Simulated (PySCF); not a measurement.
**NMR data sheet: C4H11F3OSi2**

- Formula: C4H11F3OSi2
- SMILES: COCC([SiH3])([SiH3])C(F)(F)F
- InChI: InChI=1S/C4H11F3OSi2/c1-8-2-3(9,10)4(5,6)7/h2H2,1,9-10H3
- Point group of the computed structure: C1
- Degrees of unsaturation: 0
- Carbon signals: 4
- Proton signals: 3

Molfile (atoms numbered from 1):
```
C4H11F3OSi2
     RDKit          3D

 21 20  0  0  0  0  0  0  0  0999 V2000
    2.6814   -1.0881    0.3851 C   0  0  0  0  0  0  0  0  0  0  0  0
    1.2907   -0.9404    0.2596 O   0  0  0  0  0  0  0  0  0  0  0  0
    0.8301    0.3885    0.2828 C   0  0  0  0  0  0  0  0  0  0  0  0
   -0.6532    0.3158   -0.0369 C   0  0  0  0  0  0  0  0  0  0  0  0
   -0.8359   -1.2977   -1.0712 Si  0  0  0  0  0  4  0  0  0  0  0  0
   -1.2828    1.9162   -0.8644 Si  0  0  0  0  0  4  0  0  0  0  0  0
   -1.4191    0.1282    1.2268 C   0  0  0  0  0  0  0  0  0  0  0  0
   -2.7326   -0.0837    1.0099 F   0  0  0  0  0  0  0  0  0  0  0  0
   -1.3680    1.2096    2.0479 F   0  0  0  0  0  0  0  0  0  0  0  0
   -1.0079   -0.8993    1.9909 F   0  0  0  0  0  0  0  0  0  0  0  0
    3.0271   -0.7113    1.3541 H   0  0  0  0  0  0  0  0  0  0  0  0
    2.8910   -2.1532    0.3134 H   0  0  0  0  0  0  0  0  0  0  0  0
    3.2085   -0.5535   -0.4146 H   0  0  0  0  0  0  0  0  0  0  0  0
    1.3584    0.9797   -0.4819 H   0  0  0  0  0  0  0  0  0  0  0  0
    1.0285    0.8533    1.2611 H   0  0  0  0  0  0  0  0  0  0  0  0
   -0.6974   -2.5001   -0.2668 H   0  0  0  0  0  0  0  0  0  0  0  0
    0.1059   -1.1929   -2.1815 H   0  0  0  0  0  0  0  0  0  0  0  0
   -2.2015   -1.2430   -1.6116 H   0  0  0  0  0  0  0  0  0  0  0  0
   -0.6036    1.9939   -2.1579 H   0  0  0  0  0  0  0  0  0  0  0  0
   -2.7305    1.8398   -1.0158 H   0  0  0  0  0  0  0  0  0  0  0  0
   -0.8982    3.0553   -0.0292 H   0  0  0  0  0  0  0  0  0  0  0  0
  1  2  1  0
  2  3  1  0
  3  4  1  0
  4  5  1  0
  4  6  1  0
  4  7  1  0
  7  8  1  0
  7  9  1  0
  7 10  1  0
  1 11  1  0
  1 12  1  0
  1 13  1  0
  3 14  1  0
  3 15  1  0
  5 16  1  0
  5 17  1  0
  5 18  1  0
  6 19  1  0
  6 20  1  0
  6 21  1  0
M  END
```

One conformer, fast rotation and ring inversion assumed for equivalent nuclei, gas phase, non-relativistic Hamiltonian. PBE0/pcSseg-1 with gauge-including orbitals; geometry: GFN2-xTB; PySCF.

Shifts are taken against calculated references (same method and geometry level): 1H and 13C and 29Si against TMS; 19F against CFCl3; H2O for 17O.

| carbon | δC, type | δH (multiplicity) | HMBC from (2–3 bonds) | span of the C tensor (ppm) |
| --- | --- | --- | --- | --- |
| C1 | 59.8, CH3 | 3.52 (s) | H14/H15 | 91 |
| C3 | 72.2, CH2 | 3.55 (s) | H16/H17/H18/H19/H20/H21, H11/H12/H13 | 75 |
| C4 | 28.4, C | – | H16/H17/H18/H19/H20/H21, H14/H15 | 24 |
| C7 | 140.2, C | – | H16/H17/H18/H19/H20/H21, H14/H15 | 25 |

Other nuclei:
| atoms | nucleus | environment | δ (ppm) | σ (ppm) |
| --- | --- | --- | --- | --- |
| H16/H17/H18/H19/H20/H21 | 1H | hydrogen on a silicon bonded to C | 3.99 | 27.73 |
| F8/F9/F10 | 19F | fluorine of a CF3 group | -72.2 | 243.2 |
| Si5/Si6 | 29Si | silicon bonded to C, 3 H | -71.1 | 420.3 |
| O2 | 17O | ether oxygen | 42.6 | 293.5 |

Carbon types of the structure: 2 × C, 1 × CH2, 1 × CH3, leaving 6 H on heteroatoms. δC 140.2: CF3 carbon; 3 electronegative neighbours deshield it. δC 72.2: sp3 CH2 bonded to O; deshielded by the electronegative neighbour. δC 59.8: methyl carbon bonded to O; deshielded by the electronegative neighbour. δH 3.55: hydrogen on an sp3 CH2 bonded to O; its carbon carries O, which withdraws density. δH 3.52: hydrogen on a methyl carbon bonded to O; its carbon carries O, an electronegative neighbour.

Splittings by 19F in the carbon and heteronuclear signals aren't shown, as no couplings were computed. Shifts are as computed. Against solution values, carbons near 30 ppm lie about +3 ppm off and those near 130 ppm about +5 ppm. Of 1211 compounds with measured shifts, 218 miss one by over three times the rms of a fit or turn the order of signals round; such compounds aren't used in these exercises. Unscaled 19F shifts against computed CFCl3 carry errors that often reach 10 to 50 ppm. Experimental scales use liquid or dissolved standards, which lie at an offset from isolated H2O (liquid H2O: subtract about 36 ppm). No couplings were computed; multiplicities are counted from neighbouring protons, with m where these are inequivalent, close in shift, in a saturated or five-membered ring or joined by F or P, and br s for small geminal =CH2 splittings.
